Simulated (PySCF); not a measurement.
C$_{2}$H$_{6}$Cl$_{2}$Si, charge +1, doublet, at a GFN2-xTB geometry (a state made from the parent by changing its charge; the spin is typed, not shown lowest); MP2/STO-3G (PySCF).

Here is a job for PySCF.
```python
from pyscf import gto, scf, mp

mol = gto.Mole()
mol.atom = '''
    C     1.283261   -1.618523   -0.182693
    Si   -0.012446   -0.164703    0.028780
    C    -1.500518   -1.256528    0.685078
    Cl    0.592757    1.105828    1.440244
    Cl   -0.461648    0.629193   -1.743421
    H     0.915584   -2.347456   -0.897582
    H     2.200611   -1.169917   -0.553674
    H     1.468960   -2.097307    0.773277
    H    -2.332876   -0.580396    0.859523
    H    -1.778363   -1.997143   -0.057813
    H    -1.224987   -1.746994    1.613045
'''
mol.basis = 'sto-3g'
mol.charge = 1
mol.spin = 1
mol.verbose = 4
mol.build()

mf = scf.UHF(mol)
mf.kernel()

pt = mp.MP2(mf)
pt.kernel()
print('E(MP2) = %.10f' % pt.e_tot)
```

Q: What does PySCF print? Leave out banner, timings and long lists.

A: 
```
PySCF version 2.14.0

[INPUT] verbose = 4
[INPUT] num. atoms = 11
[INPUT] num. electrons = 65
[INPUT] charge = 1
[INPUT] spin (= nelec alpha-beta = 2S) = 1
[INPUT] symmetry False subgroup None
[INPUT] Mole.unit = angstrom
[INPUT] Symbol           X                Y                Z      unit          X                Y                Z       unit  Magmom
[INPUT]  1 C      1.283261000000  -1.618523000000  -0.182693000000 AA    2.425011836335  -3.058565196309  -0.345239734875 Bohr   0.0
[INPUT]  2 Si    -0.012446000000  -0.164703000000   0.028780000000 AA   -0.023519531346  -0.311243561894   0.054386317865 Bohr   0.0
[INPUT]  3 C     -1.500518000000  -1.256528000000   0.685078000000 AA   -2.835568064980  -2.374493787847   1.294609793965 Bohr   0.0
[INPUT]  4 Cl     0.592757000000   1.105828000000   1.440244000000 AA    1.120148388419   2.089712060876   2.721666712548 Bohr   0.0
[INPUT]  5 Cl    -0.461648000000   0.629193000000  -1.743421000000 AA   -0.872388285953   1.189002449493  -3.294588209815 Bohr   0.0
[INPUT]  6 H      0.915584000000  -2.347456000000  -0.897582000000 AA    1.730203004034  -4.436048929467  -1.696184154339 Bohr   0.0
[INPUT]  7 H      2.200611000000  -1.169917000000  -0.553674000000 AA    4.158552096705  -2.210822718473  -1.046292222292 Bohr   0.0
[INPUT]  8 H      1.468960000000  -2.097307000000   0.773277000000 AA    2.775932087941  -3.963335829133   1.461281748425 Bohr   0.0
[INPUT]  9 H     -2.332876000000  -0.580396000000   0.859523000000 AA   -4.408496722571  -1.096789483793   1.624263067765 Bohr   0.0
[INPUT] 10 H     -1.778363000000  -1.997143000000  -0.057813000000 AA   -3.360619020060  -3.774053301592  -0.109250736439 Bohr   0.0
[INPUT] 11 H     -1.224987000000  -1.746994000000   1.613045000000 AA   -2.314889936153  -3.301340201258   3.048213276599 Bohr   0.0

nuclear repulsion = 363.601220549517
number of shells = 27
number of NR pGTOs = 129
number of NR cGTOs = 43
basis = sto-3g
ecp = {}

******** <class 'pyscf.scf.uhf.UHF'> ********
method = UHF
initial guess = minao
damping factor = 0
level_shift factor = 0
DIIS = <class 'pyscf.scf.diis.CDIIS'>
diis_start_cycle = 1
diis_space = 8
diis_damp = 0
SCF conv_tol = 1e-09
SCF conv_tol_grad = None
SCF max_cycles = 50
direct_scf = True
direct_scf_tol = 1e-13
number electrons alpha = 33  beta = 32
Set gradient conv threshold to 3.16228e-05
init E= -1272.8885376838

cycle= 1 E= -1272.76451315185  delta_E= 0.124  |g|= 0.32  |ddm|= 2.61
cycle= 2 E= -1272.86685414769  delta_E= -0.102  |g|= 0.106  |ddm|= 0.869
cycle= 3 E= -1272.87590136147  delta_E= -0.00905  |g|= 0.0251  |ddm|= 0.186
cycle= 4 E= -1272.87704332693  delta_E= -0.00114  |g|= 0.00965  |ddm|= 0.0777
cycle= 5 E= -1272.87724054811  delta_E= -0.000197  |g|= 0.00459  |ddm|= 0.0317
cycle= 6 E= -1272.87729532021  delta_E= -5.48e-05  |g|= 0.00134  |ddm|= 0.0221
cycle= 7 E= -1272.87729960104  delta_E= -4.28e-06  |g|= 0.000473  |ddm|= 0.00581
cycle= 8 E= -1272.8773001833  delta_E= -5.82e-07  |g|= 0.000144  |ddm|= 0.00204
cycle= 9 E= -1272.87730024538  delta_E= -6.21e-08  |g|= 3.81e-05  |ddm|= 0.000732
cycle= 10 E= -1272.87730025125  delta_E= -5.86e-09  |g|= 1.88e-05  |ddm|= 0.000201
cycle= 11 E= -1272.877300253  delta_E= -1.75e-09  |g|= 7.35e-06  |ddm|= 0.000127
cycle= 12 E= -1272.8773002533  delta_E= -3.04e-10  |g|= 2.01e-06  |ddm|= 6.12e-05
Extra cycle  E= -1272.87730025331  delta_E= -7.96e-12  |g|= 1.19e-06  |ddm|= 5.35e-06
converged SCF energy = -1272.87730025331  <S^2> = 0.78459354  2S+1 = 2.0342994

******** <class 'pyscf.mp.ump2.UMP2'> ********
nocc = (np.int64(33), np.int64(32)), nmo = (43, 43)
E(UMP2) = -1273.03835031032  E_corr = -0.161050057014181
E(SCS-UMP2) = -1273.04977734028  E_corr = -0.172477086971725
E_corr(same-spin) = -0.0239803632061056
E_corr(oppo-spin) = -0.137069693808075
E(MP2) = -1273.0383503103
```
